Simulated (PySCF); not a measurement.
Job for PySCF: R-MP2/6-31G* on H2O (SMILES O) with ghost functions.

```python
from pyscf import gto, scf, dft, mp
from pyscf.data.elements import chemcore

mol = gto.M(
    atom='''
    O     0.36048348   -0.03780729    0.39010603
    H    -0.06909815    0.59331809   -0.19604100
    H     0.40219371   -0.86639545   -0.09790964
    ghost-O    0.42078704   -1.09100653    3.21207973
    ghost-C    0.07315032    0.01278572    3.13570464
    ghost-O   -0.28192618    1.11632311    3.10574451
    ''',
    basis='6-31g*',
    cart=True,
    charge=0, spin=0, verbose=3, max_memory=1800)
mf = scf.RHF(mol)
mf.conv_tol = 1e-8
mf.max_cycle = 100
mf.kernel()
if not mf.converged:
    mf = mf.newton().run(mf.mo_coeff, mf.mo_occ)
pt = mp.MP2(mf, frozen=chemcore(mol)).run()
```

Program output:

```
converged SCF energy = -76.0112100627626
E(RMP2) = -76.1984527093049  E_corr = -0.187242646542308
E(SCS-RMP2) = -76.1943725889616  E_corr = -0.18316252619906
```

The calculation finished and met its thresholds.

Cost: very roughly 0.6 core-seconds.
